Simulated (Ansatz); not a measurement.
Cost and result up the ladder for Pd₃H₅ (8 atoms). Total charge 0; doublet. Geometry: PBE-D4/def2-SVP.

```xyz
8

Pd    1.518   -0.894   -0.356
Pd   -0.150   -0.251    1.543
Pd   -0.930    0.561   -0.824
H     1.432    0.056    1.004
H    -2.252    1.444   -0.143
H     0.545    0.132   -1.525
H     2.421   -1.715    0.634
H    -2.586    0.666   -0.334
```

Ansatz on 2 threads of Arm Neoverse V2 on a shared host. Times are rough, and most runs start from the orbitals of an earlier one. PBE0-D4/def2-TZVP serves as the yardstick here, not as an exact answer. Differences are given only for rows in sets of like size (and for xTB, whose basis is part of the method), since another set adds its own error. Binding counts from free atoms at the same level (Pd singlet, H doublet; other spins of the atoms weren't run), without zero-point energy or a counterpoise term.

In the def2 sets Pd takes a core potential; there is no spin–orbit coupling. Correlated methods freeze no core orbitals; core or outer-core shells of Pd are correlated, in sets that lack core-valence functions. The rows differ in basis, and correlated rows in double-zeta sets carry the largest basis error. In the doublet, H5 and H8 lie 0.87 Å apart (atoms count from 1), so H2 has formed as a molecule. No other spin state of charge 0 was run. Another isomer (doublet) lies 0.09 eV lower at PBE0-D4/def2-TZVP; other spin states weren't run for this one.

Correlated methods converge slowly with the basis, most of all in double-zeta sets.

| level | functions | wall time | binding energy per atom (eV) | difference from PBE0-D4/def2-TZVP (eV) | remarks |
| --- | --- | --- | --- | --- | --- |
| PBE-D4/def2-TZVP (with forces) | 150 | 7.5 s | 2.24 | 0.19 | – |
| PBE0-D4/def2-TZVP | 150 | 12 s | 2.05 | 0.00 | – |
| r2SCAN-D4/def2-TZVP | 150 | 15 s | 2.32 | 0.26 | – |
| B97M-V/def2-TZVP | 150 | 26 s | 2.21 | 0.15 | – |
| CCSD(T)/def2-SVP | 118 | 8.1 min | 2.06 | – | spin-contaminated (⟨S²⟩ 0.96) |
